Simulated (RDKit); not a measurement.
Job for RDKit: UFF on CF6Si (SMILES FC(F)(F)[Si](F)(F)F).

```python
from rdkit import Chem
from rdkit.Chem import AllChem, rdDetermineBonds

blocks = [
'''8

F     1.58047640   -0.22656719   -1.07416065
C     0.95754768   -0.06575909    0.11181571
F     1.46193091    1.04473060    0.68874850
F     1.28987829   -1.11570153    0.89131458
Si   -0.93865867    0.06448770   -0.10961268
F    -1.26839968    1.29929319   -1.02225377
F    -1.47144213   -1.25036380   -0.78318256
F    -1.61133280    0.24998012    1.29733088
''',
]
mol = None
for b in blocks:
    f = Chem.MolFromXYZBlock(b)
    rdDetermineBonds.DetermineBonds(f, charge=0)
    mol = f if mol is None else Chem.CombineMols(mol, f)
Chem.SanitizeMol(mol)
print(Chem.MolToSmiles(Chem.RemoveHs(mol)))
ff = AllChem.UFFGetMoleculeForceField(mol, vdwThresh=100.0, ignoreInterfragInteractions=False)
e = ff.CalcEnergy()
print(f'UFF energy {e:.6f} kcal/mol')
```

The log:

```
FC(F)(F)[Si](F)(F)F
UFF energy 13.355335 kcal/mol
```

The run finished.

Cost: roughly 0.010 core-seconds.
